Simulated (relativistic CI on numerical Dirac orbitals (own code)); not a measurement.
Cu2+ in a cubic cluster: 2p photoemission with charge transfer

Computed with a charge-transfer multiplet model of a cubic metal-ligand cluster with up to one ligand hole, Slater and spin-orbit integrals from Dirac-Coulomb-Breit ions, Slater integrals scaled by 0.9. The parameters are those of a tetrahedral site (10Dq negative, t2 hopping the larger). The ground state mixes d9 with configurations of k ligand holes L, whose averages lie at kΔ + k(k − 1)U_dd/2; a core hole lowers each added d electron by U_cd. 300 K, Lorentzian 0.6 eV and Gaussian 0.8 eV FWHM.

Atomic integrals in eV (Slater integrals scaled, ζ unscaled), ground: F2dd 12.450, F4dd 7.768, zeta_d 0.099; with the core hole: F2dd 12.450, F4dd 7.768, zeta_d 0.138, zeta_core 13.377, F2cd 7.943, G1cd 6.088, G3cd 3.464.

Cluster parameters (eV): Δ = 3.6, U_dd = 7.4, U_cd = 9.3, 10Dq = -0.25, 10Dq(ligand) = 0, final-state hopping factor = 0.9.

Weights, n_d and S are thermal averages at 300 K. Binding energies count from the first peak over 30 % of the highest in each spectrum, which can be another peak from case to case. The parameters are a model scan and need not match a compound or its usual spin state. Peaks in eV (height, largest 100): 0.0 (100), 5.9 (41), 9.0 (31), 20.2 (48), 27.7 (42).

Which parameters give this spectrum?
A. V(eg) = 2.05 eV, V(t2g) = -3.48 eV
B. V(eg) = 0.85 eV, V(t2g) = -1.44 eV
C. V(eg) = 1.45 eV, V(t2g) = -2.46 eV
D. V(eg) = 0.55 eV, V(t2g) = -0.93 eV
E. V(eg) = 1.15 eV, V(t2g) = -1.95 eV

C. V(eg) = 1.45 eV, V(t2g) = -2.46 eV; the ground state then has 9.19 d electrons and S = 0.50. The choice follows from running the model for each set and comparing peak positions and heights.
